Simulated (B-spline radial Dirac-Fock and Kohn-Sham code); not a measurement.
**Co: eigenvalues, ΔSCF and the reference**

System: the free cobalt atom in the configuration 1s2 2s2 2p6 3s2 3p6 3d7 4s2.

The density-functional columns are spherical, spin-unpolarised Dirac-Kohn-Sham results without Breit or QED terms: −ε is minus the orbital energy of the initial state and ΔSCF the difference of two total energies, and "half-occupied" is minus the orbital energy with half an electron removed (Slater transition state). The reference in the last column comes from Dirac-Fock ΔSCF + Breit + QED. All numbers are from a radial B-spline solver, in eV; a selection of levels is shown. The Kohn-Sham columns are given as differences from the reference. For the 1s level of heavy atoms much of the gap between ΔSCF and the reference is the Breit and QED part, -12.8 eV here; for other levels the error of the functional can be larger.

| level | PBE0 −ε − DF | LDA −ε − DF | LDA half-occupied − DF | PBE −ε − DF | PBE ΔSCF − DF | Dirac-Fock |
| --- | --- | --- | --- | --- | --- | --- |
| K (1s) | -83.0 | -147.6 | +12.8 | -131.2 | +29.5 | 7722.5 |
| L1 (2s) | -26.1 | -46.0 | -22.5 | -44.1 | -20.5 | 942.8 |
| L2 (2p1/2) | -14.4 | -29.5 | -0.6 | -29.0 | +0.1 | 808.6 |
| L3 (2p3/2) | -14.8 | -29.8 | -1.5 | -29.4 | -0.8 | 794.1 |
| M1 (3s) | -10.3 | -17.6 | -9.6 | -17.1 | -9.0 | 119.5 |
| M2 (3p1/2) | -5.7 | -10.9 | -3.1 | -10.8 | -2.9 | 77.66 |
| M3 (3p3/2) | -5.8 | -11.0 | -3.2 | -10.8 | -2.9 | 75.85 |
| M4,5 (3d) | -3.2 | -4.1 | +2.7 | -4.4 | +2.6 | 12.57 |
| N1 (4s) | -0.9 | -1.4 | +2.1 | -1.6 | +1.9 | 7.11 |

Values without a named source are computed, but for edge energies of neutral atoms, which are taken from tables.
